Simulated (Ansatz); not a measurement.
Consider the atomization: `CBCC#CC` → B• + 5 C• + 9 H•.

Computed with Ansatz on PBE0-D4/def2-TZVP structures; ΔE is electronic, products minus reactants. CCSD(T)/CBS adds triple-zeta CCSD(T) − MP2 to the extrapolated MP2 energy (def2 sets, frozen cores). This one scheme is used for every species, atoms too. DFT in def2-TZVPP. No spin–orbit coupling; open shells (•) take unrestricted orbitals. Spin–orbit coupling would lower the free atoms: a little for B, C. One conformer a species, not always the lowest.

`CBCC#CC`:

Cartesian coordinates in Å:
```
C -1.218 1.629 -0.780
B -1.211 0.699 0.474
C -1.494 -0.848 0.362
C -0.057 -1.048 0.266
C 1.147 -0.971 0.207
C 2.593 -0.942 0.130
H -2.187 2.151 -0.775
H -1.148 1.097 -1.732
H -0.459 2.413 -0.747
H -0.999 1.141 1.568
H -1.909 -1.335 1.244
H -2.008 -1.180 -0.542
H 3.028 -0.594 1.069
H 2.991 -1.939 -0.077
H 2.929 -0.275 -0.668
```

CCSD(T)/CBS gives +6177.5 kJ/mol.

Problem. Another level gave +6352.2 kJ/mol. Which?
A. PBE-D4/def2-TZVPP
B. PBE0-D4/def2-TZVPP
C. PBE0/def2-TZVPP
D. r2SCAN/def2-TZVPP

Solution. A. PBE-D4 6352.2, PBE0 6241.7, PBE0-D4 6264.7, r2SCAN 6227.2 kJ/mol.

Largest T1 diagnostic among the species: 0.014.

From PBE to PBE0 (25 % exact exchange), in def2-TZVPP and without D4, ΔE moves by −83.4 kJ/mol: exact exchange takes away binding that semilocal exchange gives to molecules. In def2-TZVPP, CCSD(T) changes the Hartree–Fock value by +1345.1 kJ/mol (the triples alone add +85.2 kJ/mol) and MP2 by +1453.0 kJ/mol; breaking electron pairs costs correlation energy, which Hartree–Fock lacks.

For atomizations the MP2-based limit and the directly extrapolated one differ by several kJ/mol either way, and by 10 to 25 for some Ge, Se and Sn compounds, so smaller differences from it don't rank the levels.
